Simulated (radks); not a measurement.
Results of a calculation; reference values are marked as such.
All-electron atom: Ga3+ in [Ar] 3d10.

Code: a radial shooting solver on a logarithmic mesh with Libxc functionals. Model: scalar-relativistic Kohn-Sham, PBE, spin-unpolarised, spherical densities, finite nucleus; Fermi nuclear charge, rms radius 3.9973 fm.

Energy parts (eV):
total: -52838.866
kinetic: 53738.159
electron-nucleus: -126396.235
Hartree: 21852.479
exchange-correlation: -2033.270

Orbitals (lengths in bohr, moments of r in powers of bohr; r(max) is where P^2 peaks; r(90%) holds 90 % of the orbital's charge):
orbital  occ.  eigenvalue (eV)     <r^2>   r(max)  r(90%)
1s          2        -10263.99  0.003178  0.03178  0.0868
2s          2        -1295.741   0.05597   0.1824   0.337
2p          6        -1132.327   0.04458   0.1464   0.312
3s          2        -181.7635    0.4906   0.5647   0.976
3p          6        -132.4929    0.5428   0.5672    1.05
3d         10         -52.4848    0.7944   0.5334    1.34

The highest occupied level is 3d at -52.485 eV. The density falls to 0.001 e/bohr^3 at r = 2.58 bohr.
